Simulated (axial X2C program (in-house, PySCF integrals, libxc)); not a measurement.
**Spin–orbit effects along a row: molecules with Li (ions), PBE0**

Computed with an in-house all-electron X2C program for linear molecules (integrals from PySCF), spin-free (one-electron X2C) or two-component (2c: spin–orbit coupling with atomic mean-field Coulomb and Gaunt terms, which also bring small scalar terms), in Dyall basis sets with cores contracted in-house; open shells are unrestricted.

Basis sets: As dyall-cv3z, Br dyall-cv3z, Cr dyall-cv3z, Cu dyall-cv3z, Fe dyall-cv3z, Ga dyall-cv3z, Li dyall-cv3z, Mn dyall-cv3z, Ni dyall-cv3z, Se dyall-cv3z, Ti dyall-cv3z, V dyall-cv3z, Zn dyall-cv3z.

| molecule | spin-free state | Re (Å) | ωe (cm⁻¹) | De (eV) | 2c state | Re 2c (Å) | ωe 2c (cm⁻¹) | De 2c (eV) |
| --- | --- | --- | --- | --- | --- | --- | --- | --- |
| LiTi⁺ | M_S = 1, Λ = 2 | 3.042 | 259.8 | 1.18 | Ω = 1 | 3.042 | 259.7 | n/a |
| LiV⁺ | M_S = 5/2, Λ = 2 | 2.867 | 224.7 | n/a | Ω = 1/2 | 2.867 | 224.7 | n/a |
| LiCr⁺ | M_S = 3, Λ = 0 | 2.906 | 216.4 | 0.85 | Ω = 3 | 2.907 | 216.3 | 0.85 |
| LiMn⁺ | M_S = 5/2, Λ = 0 | 2.879 | 258.1 | 1.00 | Ω = 5/2 | 2.880 | 258.1 | 1.00 |
| LiFe⁺ | M_S = 2, Λ = 0 | 2.799 | 261.0 | 0.88 | Ω = 2 | 2.799 | 260.9 | n/a |
| LiNi⁺ | M_S = 1, Λ = 2 | 2.598 | 279.7 | 0.74 | Ω = 3 | 2.598 | 279.7 | n/a |
| LiCu⁺ | M_S = 1/2, Λ = 0 | 2.667 | 228.8 | 0.71 | Ω = 1/2 | 2.668 | 228.8 | 0.71 |
| LiZn⁺ | M_S = 0, Λ = 0 | 2.668 | 257.7 | 0.65 | Ω = 0 | 2.668 | 257.7 | 0.65 |
| LiGa⁺ | M_S = 1/2, Λ = 0 | 3.058 | 198.7 | 1.28 | Ω = 1/2 | 3.058 | 198.6 | n/a |
| LiAs⁺ | M_S = 3/2, Λ = 0 | 2.739 | 231.5 | 0.47 | Ω = 3/2 | 2.739 | 232.0 | 0.47 |
| LiSe⁺ | M_S = 1, Λ = 0 | 2.571 | 322.4 | 0.94 | Ω = 1 | 2.573 | 320.9 | 0.90 |
| LiBr⁺ | M_S = 1/2, Λ = 1 | 2.511 | 306.9 | 0.58 | Ω = 3/2 | 2.512 | 306.9 | 0.64 |

Problem. Work out the shifts from the spin-free to the two-component result.

Solution. 

```
molecule  2c state  ΔRe (Å)  Δωe (cm⁻¹)  ΔDe (eV)
   LiTi⁺     Ω = 1    0.000        -0.1       n/a
    LiV⁺   Ω = 1/2    0.000         0.0       n/a
   LiCr⁺     Ω = 3    0.001        -0.1      0.00
   LiMn⁺   Ω = 5/2    0.001         0.0      0.00
   LiFe⁺     Ω = 2    0.000        -0.1       n/a
   LiNi⁺     Ω = 3    0.000         0.0       n/a
   LiCu⁺   Ω = 1/2    0.001         0.0      0.00
   LiZn⁺     Ω = 0    0.000         0.0      0.00
   LiGa⁺   Ω = 1/2    0.000        -0.1       n/a
   LiAs⁺   Ω = 3/2    0.000         0.5      0.00
   LiSe⁺     Ω = 1    0.002        -1.5     -0.04
   LiBr⁺   Ω = 3/2    0.001         0.0      0.06
```

Shifts of one unit in the last digit are rounding.

Fragments in 2c: Ti + Li+, V + Li+, Cr + Li+, Mn + Li+, Fe + Li+, Ni + Li+, Cu + Li+, Zn + Li+, Ga + Li+, As + Li+, Se + Li+, Br + Li+. Each entry is the lowest single determinant of a limited PBE0 search at one distance. De goes to single-determinant-based atoms at the same level (for ions the charge split of lowest energy) and is withheld (n/a) where an atom does not fit its ground term or J level. Main or longest-lived isotopes. One determinant is a doubtful description, or other states lie close, for LiTi⁺, LiV⁺, LiCr⁺, LiMn⁺, LiFe⁺, LiNi⁺, LiAs⁺, LiSe⁺; these need not be ground states, and all values refer to the states named. Some open-shell Ω = 0 determinants are out of reach, so the Ω given for LiCr⁺, LiFe⁺, LiSe⁺ need not be the lowest component. With several unpaired electrons the Ω given is that of one determinant, not necessarily of the lowest component. The functionals have no current term, which raises determinants with orbital currents. Where the atoms have a lower orbital projection than the molecule, De at mean-field level may be about a tenth of an eV too small.
